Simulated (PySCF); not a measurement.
C3H10Hf, SMILES [HfH]([CH3])([CH3])[CH3], multiplicity 1.

Coordinates come from a PBE0-D3(BJ)/def2-SVP optimisation. The multiplicity is an assumed one; other spin states were not compared. The def2 effective core potentials stand for the cores of Hf; spin–orbit coupling is left out.

The numbers are results of TDDFT-PBE/def2-SVPD (PySCF 2.14.0), not measurements.

Vertical excitations; the highest root listed may be one member of a degenerate set. The molecule is in vacuum. State labels are in the subgroup Cs.

Computed UV-visible absorptions:
| state | symmetry | energy (eV) | λ (nm) | f | main pairs |
|---|---|---|---|---|---|
| S1 | A" | 4.55 | 272 | 0.000 | HOMO→LUMO 50 %, HOMO−1→LUMO+1 50 % |
| S2 | A" | 4.59 | 270 | 0.001 | HOMO−1→LUMO+1, HOMO→LUMO, HOMO−2→LUMO (degenerate set) |
| S3 | A' | 4.59 | 270 | 0.001 | HOMO−1→LUMO, HOMO→LUMO+1, HOMO−2→LUMO+1 (degenerate set) |
| S4 | A' | 4.72 | 263 | 0.000 | HOMO→LUMO+1 50 %, HOMO−1→LUMO 49 % |
| S5 | A" | 4.77 | 260 | 0.002 | HOMO−2→LUMO, HOMO−1→LUMO+1, HOMO→LUMO (degenerate set) |
| S6 | A' | 4.77 | 260 | 0.002 | HOMO−2→LUMO+1, HOMO−1→LUMO, HOMO→LUMO+1 (degenerate set) |
| S7 | A" | 5.32 | 233 | 0.002 | HOMO−1→LUMO+2 (degenerate set) |
| S8 | A' | 5.32 | 233 | 0.002 | HOMO→LUMO+2 (degenerate set) |
| S9 | A" | 5.41 | 229 | 0.000 | HOMO→LUMO+3 50 %, HOMO−1→LUMO+4 50 % |
| S10 | A' | 5.48 | 226 | 0.002 | HOMO−2→LUMO+4 45 %, HOMO−1→LUMO+3 21 %, HOMO→LUMO+4 21 %, HOMO−3→LUMO+1 10 % |
| T1 | A" | 4.31 | 288 | 0 | HOMO−2→LUMO 94 % |
| T2 | A' | 4.31 | 288 | 0 | HOMO−2→LUMO+1 94 % |
| T3 | A' | 4.33 | 286 | 0 | HOMO→LUMO+1 52 %, HOMO−1→LUMO 47 % |
| T4 | A" | 4.34 | 286 | 0 | HOMO→LUMO 56 %, HOMO−1→LUMO+1 38 % |
Triplets are in the Tamm–Dancoff approximation, which puts them higher than full response would, so one can lie above its singlet here.
